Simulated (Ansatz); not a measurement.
C3H7ClSi, SMILES `[SiH3]C/C=C/Cl`. Charge 0, multiplicity 1. The structure was optimised at the PBE0-D4/def2-TZVP level. It is one conformer, not always the lowest.

```xyz
12

Si    0.310    1.033   -1.451
C    -0.470    0.675    0.231
C    -0.474   -0.783    0.532
C     0.308   -1.350    1.439
Cl    0.326   -3.045    1.740
H    -0.383    0.245   -2.505
H     1.746    0.653   -1.430
H     0.190    2.481   -1.775
H    -1.493    1.067    0.217
H     0.080    1.235    0.993
H    -1.137   -1.414   -0.053
H     0.998   -0.797    2.063
```

(1) What is the dipole moment at B3LYP/def2-TZVPP? (Best estimate.)

(2) And with PBE, r2SCAN, ωB97M-V? (Best estimate.)

(3) Give the Mulliken charges with B3LYP, r2SCAN, ωB97M-V in def2-TZVPP. (Estimate.)

## Answers

(1) The calculation gave: 1.72 D, with components (-0.42, 1.67, -0.07) D in this frame, pointing from negative to positive charge.

(2) Ansatz gave: PBE 1.63 D, r2SCAN 1.76 D, ωB97M-V 1.74 D.

(3) The calculation gave: 
| atom | B3LYP | r2SCAN | ωB97M-V |
| --- | --- | --- | --- |
| Si1 | 0.29 | 0.30 | 0.19 |
| C2 | -0.20 | -0.15 | -0.29 |
| C3 | -0.15 | -0.14 | -0.15 |
| C4 | -0.03 | 0.01 | -0.05 |
| Cl5 | -0.10 | -0.11 | -0.07 |
| H6 | -0.07 | -0.07 | -0.03 |
| H7 | -0.06 | -0.07 | -0.02 |
| H8 | -0.07 | -0.07 | -0.03 |
| H9 | 0.10 | 0.07 | 0.12 |
| H10 | 0.08 | 0.06 | 0.10 |
| H11 | 0.11 | 0.09 | 0.12 |
| H12 | 0.11 | 0.08 | 0.10 |

B3LYP here is the variant with VWN-RPA as its local correlation; programs differ in this.
